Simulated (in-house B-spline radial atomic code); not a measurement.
**Gd²⁺: [Xe] 4f7 5d1**

Computed with a B-spline radial code for spherical atoms: Dirac-Kohn-Sham OLYP, spherical fractional occupations, Fermi nucleus of rms radius 5.1569 fm.

Effective charges: Z_r = [3n² - l(l+1)]/(2<r>) from the radius, Z_e = n√(-2ε) from the energy, and Slater's rules. Values are occupation-weighted means over j. An effective charge above Z reflects the relativistic contraction of the inner shells.

```json
{"shell": "1s", "electrons": "2", "ε (eV)": "-50052", "<r> (bohr)": "0.02191", "Z_r": "68.46", "Z_e": "60.65", "Slater": "63.70"}
{"shell": "2s", "electrons": "2", "ε (eV)": "-8277.4", "<r> (bohr)": "0.09275", "Z_r": "64.69", "Z_e": "49.33", "Slater": "59.85"}
{"shell": "2p", "electrons": "6", "ε (eV)": "-7398", "<r> (bohr)": "0.08202", "Z_r": "60.96", "Z_e": "46.64", "Slater": "59.85"}
{"shell": "3s", "electrons": "2", "ε (eV)": "-1846.6", "<r> (bohr)": "0.2439", "Z_r": "55.34", "Z_e": "34.95", "Slater": "52.75"}
{"shell": "3p", "electrons": "6", "ε (eV)": "-1571.1", "<r> (bohr)": "0.2422", "Z_r": "51.60", "Z_e": "32.24", "Slater": "52.75"}
{"shell": "3d", "electrons": "10", "ε (eV)": "-1193.7", "<r> (bohr)": "0.221", "Z_r": "47.51", "Z_e": "28.10", "Slater": "42.85"}
{"shell": "4s", "electrons": "2", "ε (eV)": "-383.06", "<r> (bohr)": "0.5525", "Z_r": "43.44", "Z_e": "21.22", "Slater": "36.25"}
{"shell": "4p", "electrons": "6", "ε (eV)": "-291.61", "<r> (bohr)": "0.584", "Z_r": "39.38", "Z_e": "18.52", "Slater": "36.25"}
{"shell": "4d", "electrons": "10", "ε (eV)": "-161.8", "<r> (bohr)": "0.6354", "Z_r": "33.05", "Z_e": "13.79", "Slater": "24.85"}
{"shell": "5s", "electrons": "2", "ε (eV)": "-63.581", "<r> (bohr)": "1.33", "Z_r": "28.20", "Z_e": "10.81", "Slater": "12.30"}
{"shell": "5p", "electrons": "6", "ε (eV)": "-41.226", "<r> (bohr)": "1.544", "Z_r": "23.65", "Z_e": "8.70", "Slater": "12.30"}
{"shell": "4f", "electrons": "7", "ε (eV)": "-22.777", "<r> (bohr)": "0.8563", "Z_r": "21.02", "Z_e": "5.18", "Slater": "15.90"}
{"shell": "5d", "electrons": "1", "ε (eV)": "-15.069", "<r> (bohr)": "2.391", "Z_r": "14.43", "Z_e": "5.26", "Slater": "3.00"}
```

The least bound orbital is 5d5/2 at -14.92 eV, and it is also the most diffuse (<r> = 2.412 bohr).

Spin-orbit splittings of the orbital energies (j = l + 1/2 above j = l - 1/2 when positive): 2p 695.7 eV, 3p 142.8 eV, 3d 31.17 eV, 4p 31.83 eV, 4d 5.767 eV, 5p 4.421 eV, 4f 0.7661 eV, 5d 0.3624 eV.

For the 1s electron the small component carries 5.68 % of the norm, the zero-frequency Breit interaction raises the level by 150.9 eV, self-energy by 90.33 eV, and vacuum polarisation lowers it by 14.72 eV.
